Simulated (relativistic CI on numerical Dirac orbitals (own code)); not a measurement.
# Ru⁴⁺: resonant inelastic scattering at the M2,3 edge

Computed with this model: Dirac-Coulomb-Breit CI, separate exchange-only KLI orbitals for each configuration, model QED (radiative potential, 1s self-energy scaled to tabulated hydrogen-like ionisation energies), valence Slater integrals scaled by 0.7, Kramers-Heisenberg scattering through one core-hole configuration in a parametric crystal field; configurations [Kr] 4d4 → [Ne] 3s2 3p5 3d10 4s2 4p6 4d5; 300 K; core-hole width 1.2 eV; summed over polarisations. Incident energies are the highest absorption maxima for each field (at most a few, so the weaker spin-orbit partner edge can be absent), on the computed scale of the free ion. Intensities are in per cent of the strongest line above 0.02 eV; levels within 1 cm⁻¹ are merged; final levels count from the ground level, the first row holds all elastic scattering, lines under 0.4 are left out and each table stops after 24 rows. The scale of the Slater integrals is a model choice and moves the terms in proportion.

Field parameters in Wybourne normalisation: D4h B²₀ = −7Ds, B⁴₀ = 21(Dq − Dt), B⁴₄ = 21√(5/14) Dq. The field is a parameter set, without covalency.

S is read from ⟨S²⟩ = S(S + 1).

D4h, 10Dq = 29050, Ds = -1500, Dt = 80 cm⁻¹:

```
Final level (eV)  Degeneracy  Irrep     S  467.7 eV  470 eV  492.5 eV
           0.000           1     A1  1.01     402.9   600.8      77.2
           0.038           2      E  1.01      39.3     0.5       2.1
           0.564           1     A2  1.02       3.8     9.0       2.8
           0.568           1     A1  1.01      20.5     6.5       1.0
           0.644           2      E  1.01      53.4    14.5       3.3
           0.678           1     B2  0.95       9.5     3.3       1.0
           0.689           1     B1  0.99      23.9     2.6       1.8
           1.114           1     B2  0.20       8.0     0.8       0.4
           1.202           1     B1  0.12       6.9     2.5       0.6
           1.593           2  B1+B2  1.98       0.4     1.7       1.6
           1.596           1     A1  1.97       3.3    23.2      11.5
           1.597           2      E  1.98       1.1    10.4       4.9
           1.645           2      E  0.06      13.8     3.0       1.5
           1.706           1     A1  0.10      20.9     4.1       1.9
           2.280           1     B1  1.99       0.3     9.5       6.5
           2.281           2      E  1.99       2.1    30.5      14.8
           2.286           2  A1+A2  1.98       1.0    18.9       5.5
           2.932           1     A1  0.09       7.5     2.6       0.9
           3.368           1     A2  1.00       7.7    29.1       7.9
           3.384           2      E  1.00       5.6    32.0      10.0
           3.444           1     A1  1.00       1.8    26.8      15.3
           3.451           1     A2  1.01       2.1    16.9       4.1
           3.463           2      E  1.01       9.9   100.0      30.1
           3.484           1     B1  1.01       1.9    16.3       6.5
```

D4h, 10Dq = 29050, Ds = -860, Dt = 80 cm⁻¹:

```csv
Final level (eV),Degeneracy,Irrep,S,467.6 eV,469.9 eV,492.5 eV
0.000,1,A1,1.01,365.4,551.5,62.0
0.050,2,E,1.01,42.9,2.0,1.9
0.351,1,A2,1.02,3.0,7.6,2.4
0.374,1,A1,1.01,20.3,6.1,1.4
0.438,2,E,1.00,43.6,15.1,2.9
0.484,1,B2,0.98,6.3,3.2,0.9
0.488,1,B1,1.00,16.5,2.5,2.1
1.112,1,B2,0.11,5.2,0.4,0.3
1.211,1,B1,0.07,6.0,2.3,0.4
1.442,2,E,0.06,11.4,2.3,1.2
1.576,1,A1,0.28,14.6,5.2,2.0
1.613,2,B1+B2,1.99,0.2,1.9,3.1
1.618,2,E,1.99,0.6,10.5,4.2
1.622,1,A1,1.92,2.3,32.1,11.2
1.986,1,B1,1.99,0.3,7.7,5.1
1.988,2,E,1.99,1.8,26.0,12.6
1.994,1,A1,1.98,0.5,12.3,2.5
1.994,1,A2,1.98,0.3,5.2,1.5
2.667,1,A1,0.08,11.7,3.5,1.2
3.380,1,A2,1.00,5.3,25.2,8.7
3.395,2,E,1.00,4.0,30.4,9.2
3.422,1,A1,1.00,1.5,22.1,12.2
3.433,1,A2,1.01,1.8,15.9,2.1
3.454,2,E,1.01,8.7,100.0,25.8
```

For the first field the strongest loss at the lowest incident energy is the level at 0.64 eV (S = 1.01, against 1.01 in the thermal ground state). Levels of other spin, the first over 8 % at 1.11 eV, appear because spin-orbit coupling of the core hole, and in heavier ions of the valence shell too, mixes spins.
